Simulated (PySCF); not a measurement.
**Field gradients at the hydrogen positions**

Compound: C₆H₁₁S (charge -1).
Atom-mapped SMILES: `[S-:1][CH2:2][CH:3]1[CH2:4][CH2:5][CH2:6][CH2:7]1` (hydrogens: H8, H9 on C2; H10 on C3; H11, H12 on C4; H13, H14 on C5; H15, H16 on C6; H17, H18 on C7)

Structure used (PBE0-D3(BJ)/def2-SVP), in Å, numbered top down from 1:
```xyz
18
C6H11S angstrom
S      2.5778    0.3327    1.2752
C      1.9907    0.5646   -0.4266
C      0.4796    0.3331   -0.6253
C     -0.3984    1.2337    0.2418
C     -1.7680    0.5575    0.2589
C     -1.4700   -0.9569    0.1587
C      0.0227   -1.0657   -0.1993
H      2.5182   -0.1136   -1.1310
H      2.2122    1.5892   -0.7938
H      0.2255    0.4997   -1.6949
H      0.0814    1.2284    1.2395
H     -0.4320    2.2773   -0.1158
H     -2.3608    0.8119    1.1547
H     -2.3662    0.8816   -0.6120
H     -2.1157   -1.4325   -0.6001
H     -1.6892   -1.4694    1.1110
H      0.2295   -1.8323   -0.9652
H      0.6365   -1.2941    0.6934
```

Level: PBE0/pcSseg-1 (PySCF, non-relativistic); Q(2H) = 0.00286 b; rigid geometry, the same for H and D, with no vibrational averaging.

Question: Rank these positions by the coupling χzz of a deuteron there, largest first.
A. H12 (methylene hydrogen)
B. H18 (methylene hydrogen)
C. H14 (methylene hydrogen)
D. H10 (methine hydrogen)

Answer: A (198 kHz), C (194 kHz), D (187 kHz), B (174 kHz).

Question: Tabulate Vzz, the asymmetry η and χzz = 234.96 MHz × Q × Vzz for every hydrogen position.

Answer: 
```json
{"atom": "H8", "bonded to": "C2", "bond length (Å)": "1.111", "Vzz (au)": "0.2834", "η": "0.02", "χzz (kHz)": "190"}
{"atom": "H9", "bonded to": "C2", "bond length (Å)": "1.111", "Vzz (au)": "0.2839", "η": "0.02", "χzz (kHz)": "191"}
{"atom": "H10", "bonded to": "C3", "bond length (Å)": "1.112", "Vzz (au)": "0.2785", "η": "0.00", "χzz (kHz)": "187"}
{"atom": "H11", "bonded to": "C4", "bond length (Å)": "1.107", "Vzz (au)": "0.2627", "η": "0.04", "χzz (kHz)": "177"}
{"atom": "H12", "bonded to": "C4", "bond length (Å)": "1.104", "Vzz (au)": "0.2949", "η": "0.02", "χzz (kHz)": "198"}
{"atom": "H13", "bonded to": "C5", "bond length (Å)": "1.104", "Vzz (au)": "0.2921", "η": "0.01", "χzz (kHz)": "196"}
{"atom": "H14", "bonded to": "C5", "bond length (Å)": "1.105", "Vzz (au)": "0.2883", "η": "0.01", "χzz (kHz)": "194"}
{"atom": "H15", "bonded to": "C6", "bond length (Å)": "1.104", "Vzz (au)": "0.2916", "η": "0.01", "χzz (kHz)": "196"}
{"atom": "H16", "bonded to": "C6", "bond length (Å)": "1.103", "Vzz (au)": "0.2910", "η": "0.01", "χzz (kHz)": "196"}
{"atom": "H17", "bonded to": "C7", "bond length (Å)": "1.103", "Vzz (au)": "0.2960", "η": "0.03", "χzz (kHz)": "199"}
{"atom": "H18", "bonded to": "C7", "bond length (Å)": "1.107", "Vzz (au)": "0.2592", "η": "0.03", "χzz (kHz)": "174"}
```

Question: How does χzz go with the bond length over the 11 C–H bonds?

Answer: A straight-line fit has a slope of -11.8 kHz for each 0.01 Å, with a correlation coefficient of -0.47, over lengths from 1.103 to 1.112 Å.

Question: Give the 2H NMR doublet splittings at H10 for a magnetic field along the z, y and x axes of the gradient: 3χ/2, 3χ(1 + η)/4, 3χ(1 − η)/4.

Answer: With |χ| = 187.2 kHz and η = 0.003: 281, 141 and 140 kHz, to first order and without motion.

Isolated species at its PBE0-D3(BJ)/def2-SVP geometry (one conformer only). The pcSseg-1 basis has no diffuse functions, a weakness for an anion. The HOMO energy is positive at this level (+0.36 eV), so the outermost electrons may be held by the finite basis alone. The small basis limits the accuracy of the gradients.
